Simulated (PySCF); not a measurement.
**C5H5F4O: g tensor and hyperfine couplings**

Compound: C₅H₅F₄O (doublet state).
Cartesian coordinates in Å at the GFN2-xTB level; atoms count from 1:
```xyz
15
C5H5F4O angstrom
C      2.5780   -0.0718    0.4293
O      1.2976   -0.3287   -0.0997
C      0.2848    0.3994    0.3847
C     -1.0171    0.1784   -0.0435
C     -2.1070    0.9045    0.3759
F     -1.9456    1.9041    1.2545
C     -1.2435   -0.9308   -1.0372
F     -0.8176   -2.1186   -0.5826
F     -2.5390   -1.0932   -1.3462
F     -0.6064   -0.7160   -2.1977
H      3.2780   -0.6448   -0.1755
H      2.6421   -0.4007    1.4712
H      2.8254    0.9920    0.3725
H      0.4907    1.1761    1.1086
H     -3.1247    0.7580    0.0638
```

The hyperfine couplings belong to this conformer and change with its torsions.

The species is `CO/C=C(/[CH]F)C(F)(F)F` [radical].

Method: UKS B3LYP, pcH-1 on C F H O, non-relativistic, mean-field spin-orbit, GIAO in PySCF. Geometry: GFN2-xTB, one conformer, isolated molecule. The geometry wasn't refined by DFT: couplings that depend on bond lengths, twists or pyramidal angles can differ widely from those at the functional's own minimum. Stability of the SCF solution: not tested. ⟨S²⟩ is 0.774 where a pure state has 0.75.

```json
{"g1, g2, g3": "2.00209, 2.00394, 2.00503", "g_iso": "2.00368", "Form of g": "rhombic: the two nearest values differ by 37 % of g3 − g1", "⟨S²⟩": "0.7744 (exact 0.7500)", "α and β electrons": "40, 39", "Total energy": "-668.09936 Eh", "Basis functions": "300"}
```

Hyperfine couplings atom by atom, in mT; T1 to T3 are the principal values of the dipolar part (MHz turned into mT with g_iso):

| atom | isotope | a_iso | T1 | T2 | T3 | Mulliken spin population |
| --- | --- | --- | --- | --- | --- | --- |
| C1 | 13C | -0.15 | -0.04 | -0.02 | 0.07 | -0.01 |
| O2 | 17O | -0.63 | -1.89 | 0.91 | 0.98 | 0.10 |
| C3 | 13C | 1.80 | -1.74 | -1.71 | 3.45 | 0.57 |
| C4 | 13C | -1.73 | -0.98 | 0.39 | 0.58 | -0.22 |
| C5 | 13C | 2.15 | -1.88 | -1.77 | 3.65 | 0.56 |
| F6 | 19F | 2.84 | -5.31 | -4.23 | 9.54 | 0.03 |
| C7 | 13C | 0.22 | -0.04 | 0.01 | 0.03 | 0.00 |
| F8 | 19F | -0.55 | -0.51 | 0.23 | 0.29 | 0.00 |
| F9 | 19F | -0.01 | -0.06 | -0.03 | 0.10 | 0.00 |
| F10 | 19F | -0.60 | -0.55 | 0.24 | 0.31 | 0.00 |
| H11 | 1H | -0.04 | -0.09 | -0.07 | 0.16 | 0.00 |
| H12 | 1H | 0.46 | -0.09 | -0.08 | 0.17 | 0.01 |
| H13 | 1H | 0.35 | -0.09 | -0.09 | 0.18 | 0.01 |
| H14 | 1H | -1.44 | -0.72 | -0.06 | 0.77 | -0.03 |
| H15 | 1H | -1.60 | -0.86 | -0.03 | 0.89 | -0.03 |

The Mulliken spin populations are largest on C3 (+0.57), C5 (+0.56), C4 (-0.22) and O2 (+0.10). The angles at C3 add up to 360.0°, so it is planar.

The SMILES `CO/C=C(/[CH]F)C(F)(F)F` draws the unpaired electron on C5, whose computed spin population is only +0.56.

Axes: g3 points within 6° of the C5–H15 bond.

Under fast tumbling the dipolar parts average out, and these isotropic splittings remain: 1 × 19F (F6, I = 1/2, 2 lines) with 2.84 mT, 1 × 1H (H15, I = 1/2, 2 lines) with 1.60 mT, 1 × 1H (H14, I = 1/2, 2 lines) with 1.44 mT, 3 × 19F (F8/F9/F10, I = 1/2, 4 lines) with 0.39 mT and 3 × 1H (H11/H12/H13, I = 1/2, 4 lines) with 0.25 mT.

Nuclei that the bonding pattern makes equivalent are averaged, as if the motion that swaps them (rotation, inversion, ring flip) were fast. The three 19F nuclei of mean -10.9 MHz run from -16.9 to -0.3 MHz in the frozen geometry. The three 1H nuclei of mean +7.1 MHz run from -1.1 to 12.8 MHz in the frozen geometry.

The 13C coupling of C5 (60.4 MHz) shows only in satellite lines or after enrichment, since that isotope makes up about 1.07 % of natural carbon.

The 17O coupling of O2 (-17.8 MHz) shows only in satellite lines or after enrichment, since that isotope makes up about 0.038 % of natural oxygen.

Examples of negative spin density at the nucleus (bohr⁻³): C4 (-0.0431), H15 (-0.0100) and H14 (-0.0090).
